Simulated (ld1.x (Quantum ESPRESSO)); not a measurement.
**Configuration tests for Zn (ultrasoft)**

- Element: Zn (Z = 30)
- Generator: ld1.x (Quantum ESPRESSO) 7.5
- Type: ultrasoft
- Functional: LDA (PZ)
- Relativity: scalar-relativistic
- Frozen core: [Ne]
- Valence charge: 20
- Reference configuration: 3s2 3p6 3d10 4s1.5 4p0 (charge +0.5)
- Partial waves: 3s (bound): rcut 0.90, rcutus 1.00 bohr; 4s (bound): rcut 0.90, rcutus 1.00 bohr; 3p (bound): rcut 1.00, rcutus 1.15 bohr; 4p (bound, empty): rcut 1.00, rcutus 1.15 bohr; 3d (bound): rcut 1.15, rcutus 1.50 bohr; 3d channel at 1.15 Ry: rcut 1.15, rcutus 1.50 bohr
- Local potential: all-electron potential smoothed inside 1.00 bohr (lloc = -1)
- Core correction: Bessel-smoothed model core inside 1.00 bohr
- Augmentation charge: PSQ, radius 0.75 bohr

Energies are relative to the spin-unpolarised reference configuration 3s2 3p6 3d10 4s1.5 4p0; without spin polarisation the order of configurations can differ from experiment. Spin-polarised rows fill each open shell by Hund’s rule, majority spin first. Not all tests gave a result: test run stopped at test 9 of 9 (negative rho).

Its overlap operator is not positive definite in a basis up to 400 Ry (lowest eigenvalue s -0.12, p -0.32), so the file is unfit for use: the generalised eigenproblem breaks down once the basis is large enough, and its test numbers describe a broken file.

```csv
valence configuration,charge,ΔE all-electron (eV),error AE − PS (meV)
3s2 3p6 3d10 4s2 4p0,0,-4.078,+0.3
3s2 3p6 3d10 4s1 4p0,+1,6.112,-0.5
3s2 3p6 3d10 4s0 4p0,+2,24.881,-3.1
3s2 3p5 3d10 4s2 4p0,+1,87.837,-280
3s2 3p6 3d9 4s0 4p0,+3,65.771,-130
3s2 3p6 3d10 4s1 4p1,0,1.106,-0.1
3s2 3p6 3d9 4s2 4p0,+1,14.127,-62
3s2 3p6 3d10 4s1.5 4p0 (spin-polarised),+0.5,-0.051,-2.3
```

Levels in the configuration 3s2 3p6 3d10 4s2 4p0:

| level | all-electron (eV) | pseudo (eV) |
| --- | --- | --- |
| 3s | -128.625 | -128.621 |
| 3p | -83.261 | -83.258 |
| 3d | -10.422 | -10.418 |
| 4s | -6.226 | -6.225 |

The ghost test of this file was not conclusive.
